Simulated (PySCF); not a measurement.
## TcCl₂: fields on a plane

These are results of PySCF, UPBE0, basis Tc def2-SVP with ECP28, Cl def2-SVP (scalar-relativistic core potentials, no spin–orbit coupling, density fitting), not measurements.

The sextet minimum has Tc–Cl 2.300 Å (×2); Cl–Tc–Cl 180.0°.

The plane holds Tc1 at (0.00, 0.00), Cl2 at (2.30, 0.00), Cl3 at (-2.30, 0.00) Å. Columns run from x = -4.35 to 4.65 Å, rows from y = 2.25 (top) to -1.95 Å, in steps of 0.3 Å. Other isomers or separated fragments may lie lower. Core electrons replaced by a potential are absent, the electrostatic potential uses the reduced nuclear charge, and values within about 0.7 Å of such atoms have no physical meaning.

Give the electrostatic potential (V) (cut at 20 V). Every second row and column.


```
-0.3 -0.3 -0.3 -0.3  0.0  0.5  1.1  1.5  1.4  0.8  0.2 -0.2 -0.3 -0.3 -0.3 -0.2
-0.4 -0.5 -0.6 -0.4 -0.1  0.8  2.5  3.9  3.4  1.6  0.3 -0.3 -0.5 -0.5 -0.4 -0.3
-0.4 -0.5  0.5  4.1  3.9  2.7  7.7 15.1 11.8  4.4  2.7  4.9  2.1 -0.3 -0.5 -0.4
-0.5  0.0  8.3 20.0 20.0  9.6 20.0 20.0 20.0 12.0 20.0 20.0 20.0  1.8 -0.5 -0.4
-0.5  0.2 13.7 20.0 20.0 13.5 20.0 20.0 20.0 15.7 20.0 20.0 20.0  3.0 -0.4 -0.4
-0.5 -0.3  3.2 18.8 16.2  5.4 14.4 20.0 20.0  7.6  8.2 20.0  9.4  0.5 -0.5 -0.4
-0.4 -0.5 -0.4  0.3  0.6  1.4  4.2  7.1  6.0  2.6  0.8  0.6 -0.1 -0.6 -0.5 -0.3
-0.3 -0.4 -0.5 -0.4 -0.1  0.6  1.6  2.3  2.1  1.1  0.2 -0.3 -0.5 -0.4 -0.3 -0.3
```

Give the electron localisation function (set to 0 where the density is under 0.005 e/Å³). Every second row and column.


```
0.00 0.00 0.00 0.00 0.00 0.00 0.00 0.13 0.12 0.00 0.00 0.00 0.00 0.00 0.00 0.00
0.00 0.00 0.34 0.50 0.42 0.17 0.21 0.25 0.25 0.15 0.29 0.49 0.45 0.18 0.00 0.00
0.00 0.34 0.69 0.85 0.80 0.45 0.22 0.41 0.33 0.23 0.69 0.84 0.80 0.54 0.12 0.00
0.00 0.51 0.87 0.22 0.41 0.66 0.43 0.81 0.80 0.19 0.83 0.10 0.85 0.72 0.28 0.00
0.09 0.53 0.88 0.68 0.14 0.72 0.54 0.02 0.81 0.19 0.73 0.80 0.43 0.76 0.31 0.00
0.00 0.45 0.81 0.89 0.86 0.56 0.27 0.68 0.56 0.21 0.81 0.86 0.89 0.64 0.22 0.00
0.00 0.19 0.55 0.69 0.64 0.32 0.22 0.30 0.26 0.21 0.52 0.69 0.65 0.39 0.00 0.00
0.00 0.00 0.00 0.22 0.15 0.06 0.16 0.21 0.20 0.09 0.09 0.21 0.18 0.00 0.00 0.00
```

Open d and f shells are described by one determinant, and the ground state may have another occupation or spin.
